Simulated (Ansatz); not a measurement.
BFH3N (SMILES NBF) moved off its minimum; all values from Ansatz (an electronic-structure program), cores frozen in correlated methods.
(charge 0, multiplicity 1)
```xyz
6

B     -0.1137    -0.4837    -0.0492
H     -0.4098    -1.6504    -0.1609
F      0.7248    -0.1637     0.9718
N     -0.5834     0.5003    -0.8875
H     -0.3443     1.4962    -0.7497
H     -1.1986     0.3373    -1.6229
```

**Question.** Give the forces (eV/Å), the total energy and the dipole at CCSD(T)/cc-pVTZ.

**Answer.** 
```json
[
 {"atom": "B1", "Fx": "0.648", "Fy": "-0.987", "Fz": "1.109"},
 {"atom": "H2", "Fx": "0.025", "Fy": "0.406", "Fz": "-0.100"},
 {"atom": "F3", "Fx": "-0.413", "Fy": "-0.019", "Fz": "-0.540"},
 {"atom": "N4", "Fx": "0.984", "Fy": "2.040", "Fz": "0.905"},
 {"atom": "H5", "Fx": "-0.233", "Fy": "-1.115", "Fz": "-0.162"},
 {"atom": "H6", "Fx": "-1.011", "Fy": "-0.325", "Fz": "-1.213"}
]
```
Energy -181.0983 hartree, dipole 2.59 D.
